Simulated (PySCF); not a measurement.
**Electron correlation in N²⁺ (nitrogen, charge +2)**

[He] 2s2 2p1, 2P determinant. Calculation: PySCF 2.14, in cc-pVTZ (4s3p2d1f, 30 functions); no relativity, point nucleus. Frozen: 1s2; 3 electrons correlated.

MP2 pair energies summed by pair of shells (mhartree):

```
 pair  energy  share (%)
2s-2s  -33.18       58.9
2s-2p  -23.17       41.1
```

Total MP2 correlation energy: -56.35 mhartree.

Same-spin part -3.63 and opposite-spin part -52.72 mhartree; SCS-MP2 scales them by 1/3 and 6/5 to -64.47 mhartree.

```json
{"level": "CCSD", "correlation energy (mhartree)": "-83.08"}
{"level": "(T)", "correlation energy (mhartree)": "-1.03"}
{"level": "CCSD(T)", "correlation energy (mhartree)": "-84.11"}
```

Diagnostics: T1 = 0.0069, D1 = 0.0132, largest double amplitude 0.136.

Cost of the coupled-cluster step: 0.16 s of wall time on 1 thread of Intel(R) Xeon(R) 6975P-C (shared host), for 3 correlated electrons.

Iterations:

```
CC2 = 0
CCSD nocc = (np.int64(2), np.int64(1)), nmo = (29, 29)
frozen orbitals [[0], [0]]
max_cycle = 100
direct = 0
conv_tol = 1e-08
conv_tol_normt = 1e-06
diis_space = 8
diis_start_cycle = 0
Init t2, MP2 energy = -0.0563454277685371
Init E_corr(UCCSD) = -0.0563454277688227
cycle = 1  E_corr(UCCSD) = -0.0715057359574174  dE = -0.0151603082  norm(t1,t2) = 0.0510947
cycle = 2  E_corr(UCCSD) = -0.0775198598618988  dE = -0.0060141239  norm(t1,t2) = 0.0250619
cycle = 3  E_corr(UCCSD) = -0.0831400253675499  dE = -0.00562016551  norm(t1,t2) = 0.0128337
cycle = 4  E_corr(UCCSD) = -0.0830483915302744  dE = 9.16338373e-05  norm(t1,t2) = 0.000862107
cycle = 5  E_corr(UCCSD) = -0.0830851810373947  dE = -3.67895071e-05  norm(t1,t2) = 0.000115646
cycle = 6  E_corr(UCCSD) = -0.0830720415545559  dE = 1.31394828e-05  norm(t1,t2) = 2.56515e-05
cycle = 7  E_corr(UCCSD) = -0.0830753960210728  dE = -3.35446652e-06  norm(t1,t2) = 7.44483e-06
cycle = 8  E_corr(UCCSD) = -0.083075227083602  dE = 1.68937471e-07  norm(t1,t2) = 7.06534e-07
cycle = 9  E_corr(UCCSD) = -0.0830751771200396  dE = 4.99635624e-08  norm(t1,t2) = 1.34377e-07
cycle = 10  E_corr(UCCSD) = -0.0830751885506804  dE = -1.14306409e-08  norm(t1,t2) = 2.67034e-08
cycle = 11  E_corr(UCCSD) = -0.0830751868858492  dE = 1.66483126e-09  norm(t1,t2) = 8.03707e-09
UCCSD converged
E(UCCSD) = -52.9004771066021  E_corr = -0.08307518688584918
UCCSD(T) correction = -0.00103455688367118
```
